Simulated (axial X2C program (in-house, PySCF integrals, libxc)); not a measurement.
# TeI: from the spin-free to the two-component result

All values were computed with an axial X2C code built on PySCF integrals. Spin-free means the one-electron spin-free X2C Hamiltonian; two-component (2c) means X2C with spin–orbit coupling and atomic mean-field two-electron Coulomb and Gaunt terms, so the difference of the two also holds small scalar two-electron terms. Basis: I dyall-cv3z [11s12p8d4f1g], Te dyall-cv3z [11s12p8d4f1g] (cores contracted in-house); Gaussian nuclei, density fitting, unrestricted open shells. Masses: I 126.904 u, Te 129.906 u.

Spin-free state: M_S = 1/2, Λ = 1 (beyond evenly filled blocks: π+α, π+β, π-α); fragments I + Te.

| level | Re (Å) | ωe (cm⁻¹) | De (eV) | μ (D) |
| --- | --- | --- | --- | --- |
| PBE0 | 2.645 | 224.1 | 2.199 | 0.33 |
| LDA | 2.629 | 225.9 | 3.045 | -0.02 |
| PBE | 2.671 | 214.0 | 2.432 | 0.09 |
| BP86 | 2.677 | 211.6 | 2.400 | 0.10 |

Dipoles are positive if Te is the positive end.

Within this multiplet, which Ω should lie lowest by the rule for regular and inverted multiplets?

The open π shell holds three electrons, one hole, so the multiplet is inverted: Ω = Λ + 1/2 = 3/2. The PBE0 2c search agrees.

Two-component determinant lowest at the distance of the search:

Ω = 3/2 (⟨Sz⟩ = 0.50, ⟨Lz⟩ = 1.00 at PBE0); fragments I + Te.

```tsv
level	Re (Å)	ωe (cm⁻¹)	De (eV)	μ (D)
PBE0	2.656	217.9	1.979	0.35
LDA	2.642	218.6	2.701	0.00
PBE	2.685	206.4	2.211	0.12
BP86	2.691	203.7	2.155	0.13
```

From the two tables, how do the constants change at the PBE0 level (2c against spin-free)?

At the PBE0 level Re goes up by 0.011 Å and ωe drops by 6.2 cm⁻¹; De changes by -0.220 eV.

Occupations by symmetry block were frozen at the best pattern of an incomplete PBE0 search. Dissociation energies refer to the lowest single-determinant-based atoms at the same level and basis. Density functionals use the spin component along the axis (collinear). Without a current term, density functionals place determinants with orbital angular momentum somewhat too high.
